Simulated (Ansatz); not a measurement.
`[SiH3][O][In]([SH])[Cl]` + H₂O → `[OH][In]([SH])[O][SiH3]` + HCl  (formal hydrolysis of the In–Cl bond)

Calculated with Ansatz (gas phase, PBE0-D4/def2-TZVP geometries, no zero-point term in ΔE). CBS: MP2 limit from def2 TZ/QZ plus the TZ coupled-cluster correction, frozen cores. This one scheme is used for every species. Functionals use def2-TZVPP. Elements past krypton have def2 core potentials. For In outer-core shells are correlated without core-valence functions, which leaves a few kJ/mol of doubt a bond. One conformer a species, not always the lowest.

```
        level  ΔE (kJ/mol)
       PBE-D4         81.9
HF/def2-QZVPP        105.0
```

Task: What does CCSD(T)/CBS give? (Estimate.)

Result: Ansatz gave: +86.0 kJ/mol. The listed levels differ from it by -4.1, 19.0 kJ/mol.

Largest T1 diagnostic among the species: 0.016.

In def2-TZVPP, CCSD(T) changes the Hartree–Fock value by −21.6 kJ/mol (the triples alone add −2.8 kJ/mol) and MP2 by −19.7 kJ/mol. From PBE to PBE0 (25 % exact exchange), in def2-TZVPP and without D4, ΔE moves by +9.3 kJ/mol.
